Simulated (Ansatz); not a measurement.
Compare A (`CC(C)CCC(C)(C)C`) with its isomer B (`CCC(C(C)C)C(C)C`).

Program: Ansatz. Geometries: PBE0-D4/def2-TZVP. ΔE: electronic, gas phase. CBS: MP2 limit from def2 TZ/QZ plus the TZ coupled-cluster correction, frozen cores. Functionals use def2-TZVPP. One conformer a species, not always the lowest.

A:

Z-matrix (Å, degrees):
```
C
C 1 1.522
H 1 1.093 2 110.9
H 1 1.092 2 112.2 3 120.4
H 1 1.095 2 110.5 3 -119.3
C 2 1.527 1 112.4 3 178.5
C 2 1.522 1 110.4 3 54.9
H 2 1.099 1 108.0 3 -63.0
C 6 1.520 2 114.2 1 62.9
H 6 1.097 2 108.3 1 -60.2
H 6 1.095 2 108.0 1 -174.8
H 7 1.095 2 110.6 1 62.2
H 7 1.093 2 111.4 1 -57.4
H 7 1.093 2 111.4 1 -178.0
C 9 1.536 6 116.6 2 173.9
H 9 1.096 6 109.4 2 -63.8
H 9 1.098 6 108.7 2 51.6
C 15 1.526 9 110.7 6 59.2
C 15 1.527 9 111.0 6 -62.7
C 15 1.527 9 107.9 6 178.3
H 18 1.094 15 111.0 9 55.6
H 18 1.094 15 110.6 9 175.3
H 18 1.092 15 111.7 9 -65.0
H 19 1.094 15 111.0 9 -56.3
H 19 1.092 15 111.9 9 64.5
H 19 1.094 15 110.5 9 -175.8
H 20 1.094 15 111.0 9 59.6
H 20 1.094 15 111.0 9 179.6
H 20 1.094 15 111.0 9 -60.3
```

B:

```xyz
29

C    -1.119    2.058   -1.320
C    -0.916    1.245   -0.052
C     0.026    0.037   -0.230
C     1.349    0.243    0.527
C     2.273   -0.966    0.460
C     2.090    1.468    0.005
C    -0.667   -1.298    0.094
C    -1.855   -1.549   -0.826
C    -1.075   -1.425    1.555
H    -1.561    1.443   -2.109
H    -1.782    2.910   -1.150
H    -0.170    2.444   -1.701
H    -1.893    0.907    0.304
H    -0.534    1.895    0.742
H     0.293   -0.019   -1.297
H     1.104    0.426    1.582
H     1.865   -1.837    0.976
H     3.237   -0.736    0.921
H     2.465   -1.252   -0.580
H     2.374    1.327   -1.043
H     3.007    1.640    0.575
H     1.489    2.377    0.068
H     0.058   -2.092   -0.116
H    -2.658   -0.823   -0.665
H    -2.277   -2.542   -0.650
H    -1.561   -1.491   -1.877
H    -1.802   -0.658    1.837
H    -0.220   -1.334    2.228
H    -1.540   -2.397    1.741
```

(1) Which isomer does CCSD(T)/CBS put lower? Give the gap. (Best estimate.)

(2) Give E(B) − E(A) in kJ/mol with PBE-D4, HF/def2-TZVPP, BLYP-D4, ωB97M-V, MP2/def2-TZVPP, CCSD(T)/def2-SVP, r2SCAN-D4. (Estimate.)

Largest T1 diagnostic: 0.009.

Answers

(1) Ansatz gave: A, by 19.8 kJ/mol.

(2) Computed: PBE-D4 18.3, HF/def2-TZVPP 30.5, BLYP-D4 18.5, ωB97M-V 18.7, MP2/def2-TZVPP 19.8, CCSD(T)/def2-SVP 21.1, r2SCAN-D4 20.5. None reverses the order clearly.

In def2-TZVPP, CCSD(T) changes the Hartree–Fock value by −11.2 kJ/mol (the triples alone add −1.5 kJ/mol) and MP2 by −10.8 kJ/mol. The D4 term adds −6.6 kJ/mol with B3LYP and −4.2 kJ/mol with PBE0; it sums over pairs of atoms, weighted by their polarisabilities, and B3LYP, whose exchange is more repulsive, gets the larger term.

B3LYP here is the variant with VWN-RPA as its local correlation; programs differ in this.
